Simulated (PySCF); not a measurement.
HIOTe, SMILES O[Te]I.

Geometry optimised at B3LYP-D3(BJ)/def2-SVP. The def2 effective core potentials stand for the cores of I, Te; spin–orbit coupling is left out. One conformer was computed; it need not be the lowest.

Method: B3LYP-D3(BJ)/def2-SVP (PySCF).

Frequencies are harmonic and unscaled.

Computed normal modes with their intensities:
```csv
mode,ν (cm⁻¹),IR (km/mol),Raman (Å⁴/amu),depolarisation,moving atoms (share of kinetic energy)
1,129,0.4,6.0,0.55,"O 72 %, I 14 %"
2,197,8.3,10.2,0.27,"Te 53 %, I 44 %"
3,427,102.6,3.4,0.64,"H 91 %, O 8 %"
4,600,57.9,19.2,0.25,"O 87 %, Te 12 %"
5,1009,54.3,2.9,0.63,H 95 %
6,3781,106.0,97.6,0.27,H 94 %
```
